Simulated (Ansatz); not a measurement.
Molecule: sum formula SiNH$_{2}$F$_{3}$, net charge 0, singlet state. 
Structure (B3LYP-D3(BJ)/def2-TZVP (Ansatz, a quantum-chemistry and plane-wave program) minimum search):
SMILES: N[Si](F)(F)F
```xyz
7

N      1.6258    -0.2885     0.2310
Si    -0.0079     0.0008    -0.0023
F     -0.6083    -0.5087    -1.3769
F     -0.8420    -0.7271     1.1250
F     -0.2817     1.5565     0.0339
H      1.9777    -1.1783     0.5416
H      2.3402     0.2992    -0.1644
```
Charge 0, spin multiplicity 1.

Total electronic energies in hartree. Correlated levels leave the core frozen unless marked. Spin-orbit coupling is left out. Non-relativistic. CBS marks a two-point X^-3 extrapolation of the correlation energy; Hartree-Fock from the larger set.

```json
[
 {"level": "HF/aug-cc-pV(Q+d)Z", "program": "Ansatz", "energy (Eh)": "-643.32665"},
 {"level": "revPBE-D4/def2-TZVPD", "program": "Ansatz + dftd4", "energy (Eh)": "-645.22396"},
 {"level": "r2SCAN/def2-TZVPD", "program": "Ansatz", "energy (Eh)": "-645.23078"},
 {"level": "r2SCANh/def2-TZVPD", "program": "Ansatz", "energy (Eh)": "-645.21034"},
 {"level": "CAM-B3LYP-D3(BJ)/def2-TZVPD", "program": "Ansatz + dftd3", "energy (Eh)": "-645.33429"},
 {"level": "RI-MP2/cc-pV(T+d)Z", "program": "Ansatz", "energy (Eh)": "-644.36363"},
 {"level": "SCS-MP2/cc-pV(D+d)Z", "program": "Ansatz", "energy (Eh)": "-643.90846"},
 {"level": "CCSD/STO-3G", "program": "Ansatz", "energy (Eh)": "-634.84951"},
 {"level": "CCSD(T)/CBS(aug-cc-pV(T+d)Z,aug-cc-pV(Q+d)Z)", "program": "Ansatz", "energy (Eh)": "-644.6084"}
]
```

Totals of different functionals don't rank their quality; only differences between species are comparable.
